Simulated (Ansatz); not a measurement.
Steps of a relaxation of C2H8O3Si2, SMILES `O[SiH2]/C=C\[SiH](O)O` with RKS PBE0-D4/def2-TZVP.

```sh
$ ansatz run in.yaml --threads 2 --pin off --events-out ev --progress --plain --max-ram 22528MiB --backend cuda --devices 0, --max-vram 18GiB
```

```yaml
crystal:
  periodic: [false, false, false]
  atoms:
    - {symbol: O, position_ang: [-0.320620, 2.212350, -0.296090]}
    - {symbol: Si, position_ang: [0.226670, 1.507240, -1.643690]}
    - {symbol: C, position_ang: [0.714680, -0.305360, -1.449230]}
    - {symbol: C, position_ang: [0.602640, -1.085300, -0.374670]}
    - {symbol: Si, position_ang: [-0.039860, -0.632400, 1.334080]}
    - {symbol: O, position_ang: [-1.424310, 0.236290, 1.263180]}
    - {symbol: O, position_ang: [-0.490380, -1.979250, 2.147790]}
    - {symbol: H, position_ang: [-0.853190, 1.698100, 0.316010]}
    - {symbol: H, position_ang: [1.408880, 2.296300, -1.986670]}
    - {symbol: H, position_ang: [-0.792520, 1.550730, -2.703400]}
    - {symbol: H, position_ang: [1.127470, -0.753540, -2.348780]}
    - {symbol: H, position_ang: [0.943640, -2.116120, -0.464000]}
    - {symbol: H, position_ang: [0.926710, 0.122320, 2.131530]}
    - {symbol: H, position_ang: [-2.160080, -0.064690, 1.792100]}
    - {symbol: H, position_ang: [0.130280, -2.686670, 2.281830]}
basis:
  gaussian: {orbitals: def2-TZVP}
hamiltonian: {xc: pbe0, dispersion: d4}
relax: {f_tol: 0.005, max_steps: 150}
```

Positions (Å) and forces (eV/Å) along the path, 9 of 23 steps:

```xyz
15
step=1 energy=-24092.6671 eV
O    -0.321    2.212   -0.296    0.049    0.244    0.550
Si    0.227    1.507   -1.644    0.123   -0.559    0.023
C     0.715   -0.305   -1.449   -0.133    0.576   -0.062
C     0.603   -1.085   -0.375   -0.129    0.148    0.658
Si   -0.040   -0.632    1.334    0.170   -0.490   -0.393
O    -1.424    0.236    1.263   -0.177    0.377   -0.265
O    -0.490   -1.979    2.148   -0.224   -0.065    0.040
H    -0.853    1.698    0.316   -0.434   -0.042    0.155
H     1.409    2.296   -1.987    0.351    0.126   -0.370
H    -0.793    1.551   -2.703   -0.127    0.012   -0.385
H     1.127   -0.754   -2.349    0.078   -0.099   -0.214
H     0.944   -2.116   -0.464    0.022   -0.144    0.001
H     0.927    0.122    2.132    0.365    0.212    0.093
H    -2.160   -0.065    1.792   -0.151   -0.037    0.092
H     0.130   -2.687    2.282    0.216   -0.260    0.077
15
step=3 energy=-24092.7501 eV
O    -0.303    2.210   -0.248   -0.083   -0.002    0.167
Si    0.233    1.514   -1.623   -0.041   -0.101   -0.111
C     0.690   -0.289   -1.431    0.073    0.026    0.015
C     0.594   -1.077   -0.353    0.070    0.000    0.038
Si   -0.036   -0.653    1.345    0.069   -0.016   -0.045
O    -1.422    0.237    1.254   -0.101    0.047    0.005
O    -0.485   -2.013    2.149   -0.010   -0.060    0.010
H    -0.969    1.742    0.283    0.120    0.059   -0.132
H     1.443    2.266   -2.052   -0.029   -0.020    0.026
H    -0.765    1.570   -2.733    0.002    0.030    0.022
H     1.108   -0.735   -2.340   -0.024   -0.002    0.016
H     0.954   -2.107   -0.450   -0.053    0.030   -0.020
H     0.978    0.105    2.121   -0.014   -0.023   -0.006
H    -2.170   -0.057    1.776    0.022   -0.011    0.004
H     0.148   -2.714    2.302   -0.001    0.042    0.011
15
step=4 energy=-24092.7508 eV
O    -0.255    2.210   -0.234   -0.028   -0.004    0.019
Si    0.218    1.505   -1.631    0.138    0.074    0.024
C     0.705   -0.286   -1.431   -0.020    0.002   -0.042
C     0.600   -1.074   -0.354   -0.017   -0.028   -0.059
Si   -0.046   -0.660    1.336   -0.050    0.035    0.074
O    -1.437    0.229    1.242   -0.002   -0.017   -0.023
O    -0.494   -2.023    2.142   -0.038   -0.009   -0.062
H    -0.951    1.767    0.271   -0.003    0.007    0.031
H     1.431    2.230   -2.087   -0.017    0.047   -0.023
H    -0.817    1.608   -2.702    0.009   -0.078    0.021
H     1.155   -0.722   -2.328   -0.066   -0.043   -0.017
H     0.949   -2.106   -0.460    0.052    0.007    0.032
H     0.963    0.087    2.126    0.010    0.010   -0.013
H    -2.179   -0.074    1.768    0.011   -0.004    0.008
H     0.161   -2.692    2.340    0.022    0.001    0.029
15
step=8 energy=-24092.7691 eV
O    -0.171    2.170   -0.175   -0.062    0.008    0.056
Si    0.242    1.510   -1.615    0.027   -0.024   -0.034
C     0.721   -0.288   -1.473   -0.016    0.037    0.061
C     0.606   -1.070   -0.394   -0.016   -0.004    0.030
Si   -0.072   -0.676    1.289   -0.062   -0.067   -0.035
O    -1.486    0.174    1.153    0.046   -0.019   -0.029
O    -0.493   -2.069    2.058    0.035   -0.098    0.021
H    -0.914    1.773    0.303    0.066   -0.001   -0.050
H     1.411    2.274   -2.113    0.023    0.018    0.001
H    -0.847    1.604   -2.626   -0.037    0.012   -0.012
H     1.142   -0.735   -2.377    0.010   -0.013   -0.036
H     0.943   -2.107   -0.478    0.010   -0.008   -0.038
H     0.904    0.042    2.137    0.071    0.108    0.030
H    -2.177   -0.065    1.772   -0.019    0.010    0.034
H     0.191   -2.538    2.539   -0.075    0.041    0.001
15
step=10 energy=-24092.7743 eV
O    -0.189    2.174   -0.178   -0.026    0.022    0.039
Si    0.242    1.522   -1.616    0.012    0.012    0.020
C     0.713   -0.278   -1.471    0.002   -0.022   -0.006
C     0.599   -1.080   -0.405    0.034   -0.030    0.010
Si   -0.074   -0.707    1.284   -0.071    0.006   -0.074
O    -1.493    0.123    1.105   -0.160   -0.014    0.169
O    -0.487   -2.097    2.066    0.271   -0.024    0.088
H    -0.884    1.717    0.318   -0.006    0.018   -0.053
H     1.422    2.288   -2.093   -0.013   -0.010   -0.003
H    -0.835    1.622   -2.644    0.011   -0.002    0.011
H     1.130   -0.718   -2.381   -0.001   -0.003   -0.002
H     0.937   -2.113   -0.514    0.009   -0.026   -0.022
H     0.883    0.072    2.114   -0.002   -0.062    0.031
H    -2.148   -0.015    1.797    0.113    0.054   -0.122
H     0.185   -2.509    2.617   -0.175    0.080   -0.089
15
step=12 energy=-24092.7848 eV
O    -0.231    2.170   -0.183   -0.015    0.016    0.017
Si    0.258    1.535   -1.610    0.014   -0.053   -0.047
C     0.710   -0.273   -1.486   -0.011   -0.014    0.017
C     0.578   -1.095   -0.438   -0.017    0.022    0.019
Si   -0.081   -0.734    1.260    0.099   -0.081   -0.026
O    -1.515    0.076    1.110   -0.062    0.051    0.029
O    -0.408   -2.154    2.025    0.178   -0.091    0.229
H    -0.946    1.701    0.270   -0.006   -0.018    0.027
H     1.455    2.305   -2.033    0.001    0.000    0.003
H    -0.779    1.647   -2.676    0.003    0.016    0.003
H     1.123   -0.701   -2.405    0.011    0.004   -0.002
H     0.899   -2.133   -0.559   -0.015    0.034   -0.016
H     0.876    0.036    2.098   -0.015    0.003    0.012
H    -2.100    0.031    1.870    0.005    0.013   -0.044
H     0.161   -2.411    2.757   -0.170    0.099   -0.220
15
step=13 energy=-24092.7877 eV
O    -0.250    2.174   -0.191   -0.006   -0.009    0.033
Si    0.259    1.539   -1.612   -0.006   -0.005    0.006
C     0.705   -0.270   -1.489   -0.013    0.005    0.013
C     0.567   -1.097   -0.446    0.012   -0.013   -0.025
Si   -0.075   -0.747    1.257    0.022   -0.021    0.003
O    -1.511    0.063    1.112   -0.006    0.041   -0.006
O    -0.371   -2.175    2.017    0.010   -0.008    0.000
H    -0.942    1.686    0.277    0.003   -0.006   -0.017
H     1.464    2.305   -2.019    0.005    0.007    0.003
H    -0.763    1.661   -2.691    0.001   -0.002   -0.008
H     1.120   -0.693   -2.408   -0.006   -0.014   -0.012
H     0.879   -2.136   -0.579    0.009    0.010    0.004
H     0.877    0.031    2.096   -0.011    0.002    0.001
H    -2.096    0.030    1.871   -0.013    0.009    0.000
H     0.137   -2.370    2.805   -0.001    0.003    0.006
15
step=14 energy=-24092.7877 eV rejected
O    -0.258    2.171   -0.192    0.011   -0.002    0.023
Si    0.260    1.540   -1.611   -0.054   -0.011   -0.008
C     0.696   -0.271   -1.491    0.020    0.046    0.019
C     0.575   -1.095   -0.444   -0.018   -0.039   -0.014
Si   -0.072   -0.749    1.258    0.039   -0.016    0.000
O    -1.509    0.060    1.109    0.046    0.045   -0.076
O    -0.367   -2.180    2.012   -0.019    0.004   -0.048
H    -0.945    1.674    0.273   -0.007   -0.007   -0.005
H     1.466    2.307   -2.009    0.013   -0.003    0.003
H    -0.755    1.664   -2.696   -0.002    0.012   -0.014
H     1.099   -0.697   -2.413    0.022   -0.017   -0.026
H     0.895   -2.131   -0.577   -0.011    0.000    0.008
H     0.875    0.030    2.101   -0.013    0.001    0.012
H    -2.087    0.047    1.872   -0.062    0.001    0.066
H     0.126   -2.369    2.808    0.034   -0.014    0.062
15
step=23 energy=-24092.7890 eV
O    -0.261    2.153   -0.180    0.000    0.001    0.002
Si    0.264    1.541   -1.605    0.000    0.000    0.000
C     0.692   -0.274   -1.502    0.002   -0.002    0.001
C     0.562   -1.103   -0.460   -0.002   -0.001    0.002
Si   -0.064   -0.750    1.249    0.001    0.001   -0.001
O    -1.512    0.047    1.107   -0.001   -0.001    0.000
O    -0.314   -2.189    2.005    0.002   -0.001    0.004
H    -0.955    1.652    0.273   -0.001    0.000   -0.001
H     1.482    2.305   -1.978   -0.001    0.000    0.000
H    -0.738    1.690   -2.699    0.000    0.001    0.000
H     1.091   -0.698   -2.428    0.000    0.001   -0.001
H     0.869   -2.142   -0.596    0.000    0.001   -0.001
H     0.870    0.050    2.083    0.000    0.000    0.000
H    -2.090    0.034    1.872    0.001    0.001   -0.001
H     0.104   -2.316    2.857   -0.002    0.000   -0.004
```

It took 39 s on 2 threads of an AMD EPYC 7R13 on a shared host and a share of an NVIDIA H100 80 GB, with 0.97 GiB of host memory at the peak.
